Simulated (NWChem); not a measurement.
TaH₃SO₃; SMILES [S]=[Ta]([OH])([OH])[OH]

```xyz
8

Ta     0.0000     0.0000    -0.1620
S      0.0000     0.0000     2.0113
O      1.7806    -0.1113    -0.7974
H      2.6561    -0.1659    -0.4053
O     -0.7939     1.5977    -0.7974
H     -1.1844     2.3832    -0.4053
O     -0.9867    -1.4864    -0.7974
H     -1.4717    -2.2173    -0.4053
```
Atoms are numbered in this order, from 1.

Computed with NWChem. Geometry: optimised at PBE0/def2-SVP. Not confirmed as a minimum by frequencies. def2 effective core potentials on Ta; no spin-orbit coupling. Level r2SCAN/def2-SVP: energy and gradient on several grids; changes count from the extra-fine grid, which is no exact limit either.

Question: Which is the coarsest grid (coarse; xcoarse; xfine; fine; medium) from which on the energy stays within 100 μHa and each gradient component within 200 μHa/bohr of xfine?

Answer: fine.
| grid | size of the energy change (μHa) | largest change of a gradient component (μHa/bohr) |
|---|---|---|
| xcoarse | 10000 | 7000 |
| coarse | 1000 | 400 |
| medium | 200 | 200 |
| fine | 20 | < 30 |
| xfine | < 10 | < 30 |
